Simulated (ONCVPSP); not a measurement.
## Transferability test, ONCV potential for copper

copper (Cu), optimised norm-conserving Vanderbilt (ONCV), made with ONCVPSP 4.0.1 (PW91, scalar-relativistic). Core [Ne], reference 3s2 3p6 3d8 (charge +3). Waves: 3s: rc 0.70 bohr, ncon 4, nbas 8, qcut 7.3 1/bohr, 2 projectors, debl 0.5 Ha; 3p: rc 0.90 bohr, ncon 3, nbas 8, qcut 16.1 1/bohr, 2 projectors, debl 0.9 Ha; 3d: rc 0.80 bohr, ncon 4, nbas 9, qcut 21.3 1/bohr, 1 projector. Local part: polynomial inside 0.55 bohr (lpopt 3, dvloc0 0 Ha). Core correction: none.

In the s channel the program set the typed energies aside and used -5.907, 0.250 Ha. In the p channel the program set the typed energies aside and used -4.333, 0.250 Ha.

Energies are relative to the spin-unpolarised reference configuration 3s2 3p6 3d8; without spin polarisation the order of configurations can differ from experiment.

```
valence configuration  charge  ΔE all-electron (eV)  error AE − PS (meV)
         3s2 3p6 3d10      +1               -60.568                 +3.5
          3s2 3p6 3d9      +2               -39.134                 +2.8
     3s1 3p6 3d10 4s1      +1                53.476                  +27
```

Problem. What are ΔE and the potential's error for 3s2 3p6 3d10 4s1?

Solution. ΔE = -68.772 eV all-electron; the error (AE − PS) is +1.2 meV.

Levels in the configuration 3s2 3p6 3d10:

```
level  all-electron (eV)  pseudo (eV)
   3s           -123.337     -123.309
   3p            -80.861      -80.829
   3d            -13.750      -13.749
```
